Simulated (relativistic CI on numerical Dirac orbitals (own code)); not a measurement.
## Transition arrays of Fe⁴⁺

These numbers are calculated, not measured: Dirac-Coulomb-Breit CI, orbitals from a KLI potential per configuration, model QED (radiative potential, 1s self-energy scaled to tabulated hydrogen-like ionisation energies), valence Slater integrals scaled by 0.9, whole transition arrays (own radial code, finite nucleus).

Configuration list (outside the closed core [Ne] 3s2): 3p6.3d4, 3p6.3d3.4f, 3p5.3d5, 3p6.3d3.4p, 3p6.3d3.5f. Levels of other configurations are missing.

All E1 lines from the levels of 3p6.3d4; mean and standard deviation are weighted by gf, and upper levels are sorted by their leading configuration.

| Upper configuration | Lines | Σgf | Mean (eV) | Mean (nm) | σ (eV) | Strongest line (nm) |
| --- | --- | --- | --- | --- | --- | --- |
| 3p6.3d3.4f | 2956 | 76.5 | 51.22 | 24.205 | 2.53 | 24.003 |
| 3p5.3d5 | 2882 | 595.5 | 68.33 | 18.144 | 5.29 | 16.617 |
| 3p6.3d3.4p | 1718 | 70.4 | 30.79 | 40.265 | 1.84 | 40.114 |
| 3p6.3d3.5f | 3057 | 150.6 | 61.90 | 20.028 | 2.75 | 19.480 |

Σgf per state of the lower configuration in bins of 1 nm over the central range (centre: value): 16.5: 0.57, 17.5: 0.84, 18.5: 0.80, 19.5: 0.64, 20.5: 0.41, 21.5: 0.15, 22.5: 0.10, 23.5: 0.15, 24.5: 0.13, 25.5: 0.07, 26.5: 0.03, 36.5: 0.02, 37.5: 0.02, 38.5: 0.04, 39.5: 0.10, 40.5: 0.05.

Task: How do configuration mixing and the scaling of the Slater integrals move the arrays?

Result: Slater scale 0.9, no configuration mixing: 3p6.3d3.4f 51.5 ± 2.2 eV (Σgf 142.5), 3p5.3d5 67.7 ± 5.4 eV (Σgf 579.0), 3p6.3d3.4p 30.8 ± 1.8 eV (Σgf 68.1), 3p6.3d3.5f 59.2 ± 2.3 eV (Σgf 82.9); Slater scale 1: 3p6.3d3.4f 51.1 ± 2.8 eV (Σgf 68.8), 3p5.3d5 69.3 ± 5.9 eV (Σgf 620.3), 3p6.3d3.4p 30.9 ± 2.0 eV (Σgf 70.7), 3p6.3d3.5f 62.1 ± 3.2 eV (Σgf 144.3); Slater scale 0.8: 3p6.3d3.4f 51.0 ± 2.0 eV (Σgf 76.4), 3p5.3d5 67.0 ± 4.8 eV (Σgf 597.5), 3p6.3d3.4p 30.7 ± 1.6 eV (Σgf 70.2), 3p6.3d3.5f 61.6 ± 2.6 eV (Σgf 137.9). With mixing, levels are counted to their leading configuration, so an array can shrink or vanish into another, and the sums then hold other lines.
